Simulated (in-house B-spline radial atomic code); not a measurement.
BP86 excitations of the tin ion Sn⁴⁺

Method: BP86. Computed with a B-spline radial code for spherical atoms: linear response of the closed shell [Kr] 4d10 with the functional's adiabatic kernel; scalar-relativistic (spin-free one-electron X2C), finite nucleus, no spin-orbit coupling, no double excitations, S, P, D and F terms only; shells from n = 2 respond. Only terms of natural parity with L up to 3 were computed.

Command:
```bash
python run_td.py task.json out
```
Settings (radii: box in bohr, nucleus in fm):
```
Z                        50
electrons                46
configuration            [Kr] 4d10
hamiltonian              x2c
method                   b88,p86
box_radius               19.1
rms_radius               4.6519
intervals                71
```

Cost of the run: 3.9 s on 1 thread of Arm Neoverse N1, with other jobs on the host.

The lowest states, in the order of their Tamm-Dancoff energies; the method's threshold (minus the highest occupied level) is 67.73 eV. Labels give the largest channel, * marks a mixed state, and oscillator strengths are full-response dipole values. Semilocal kernels can invert the small singlet-triplet splittings of Rydberg terms. Energies in eV:

| state | full response | Tamm-Dancoff | oscillator strength |
| --- | --- | --- | --- |
| 4d → 5s 3D | ? | ? | - |
| 4d → 5s 1D | 21.844 | 21.858 | - |
| 4d → 5p 3P | 31.11 | 31.13 | - |
| 4d → 5p 3F | 31.26 | 31.28 | - |
| 4d → 5p 1F | 31.60 | 31.61 | - |
| 4d → 5p 1P | ? | ? | ? |
| 4d → 5d 3S | 44.38 | 44.40 | - |
| 4d → 5d 3D | 44.87 | 44.87 | - |
| 4d → 5d 1D | 45.14 | 45.15 | - |
| 4d → 6s 3D | 46.57 | 46.58 | - |
| 4d → 6s 1D | 46.71 | 46.71 | - |
| 4d → 5d 1S | 47.50 | 47.80 | - |
| 4d → 4f 3P | 49.44 | 49.47 | - |

Task: Where does 4d → 5s 3D lie?

Result: At 21.102 eV in full response, 21.125 eV in Tamm-Dancoff.

Task: Where does 4d → 5p 1P lie?

Result: At 32.57 eV in full response, 32.64 eV in Tamm-Dancoff, oscillator strength 0.909.

Task: How large is the singlet-triplet splitting of 4d → 5s (D terms) in Tamm-Dancoff?

Result: 0.733 eV, from the unrounded values.

Task: What polarisabilities and dispersion coefficient does the method give?

Result: Dipole 2.423 bohr³, quadrupole 5.213 bohr⁵, C6 9.435 hartree·bohr⁶ for two such species.
